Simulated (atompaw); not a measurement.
## An all-electron radial function and its pseudo partner (La (Z = 57))

Columns: radius, all-electron u(r) and pseudo u(r) of the 5p shell (level -22.40 eV) of lanthanum in the configuration [Kr] 4d10 4f0 5s2 5p6 5d1 6s2 6p0; PBE, scalar-relativistic, PAW (atompaw) scheme, atompaw 4.2.0.5.

| r (bohr) | all-electron | pseudo |
| --- | --- | --- |
| 0.115 | 0.0317 | 0.0097 |
| 0.231 | 0.2775 | 0.0387 |
| 0.346 | -0.0752 | 0.0848 |
| 0.462 | -0.3889 | 0.1465 |
| 0.577 | -0.4412 | 0.2194 |
| 0.692 | -0.2917 | 0.3003 |
| 0.808 | -0.0459 | 0.3857 |
| 0.923 | 0.2112 | 0.4700 |
| 1.038 | 0.4376 | 0.5498 |
| 1.154 | 0.6168 | 0.6221 |
| 1.269 | 0.7431 | 0.6824 |
| 1.385 | 0.8226 | 0.7294 |
| 1.500 | 0.8615 | 0.7607 |
| 1.615 | 0.8686 | 0.7762 |
| 1.731 | 0.8514 | 0.7762 |
| 1.846 | 0.8171 | 0.7616 |
| 1.962 | 0.7710 | 0.7341 |
| 2.077 | 0.7183 | 0.6965 |
| 2.192 | 0.6622 | 0.6512 |
| 2.308 | 0.6048 | 0.6005 |
| 2.423 | 0.5489 | 0.5480 |
| 2.538 | 0.4953 | 0.4956 |
| 2.654 | 0.4444 | 0.4447 |
| 2.769 | 0.3975 | 0.3976 |
| 2.885 | 0.3540 | 0.3540 |
| 3.000 | 0.3147 | 0.3147 |

**Question.** How many radial nodes do the two functions have?

**Answer.** The all-electron 5p function has n − l − 1 = 3 (the table is too coarse to show those close to the nucleus); the pseudo-wave has 0, since the states of the same l below it are removed with the core.

**Question.** Is the pseudo-wave norm-conserving?

**Answer.** No, it belongs to a PAW set: the norm inside the radius is not constrained, and the difference is carried by the augmentation charge.
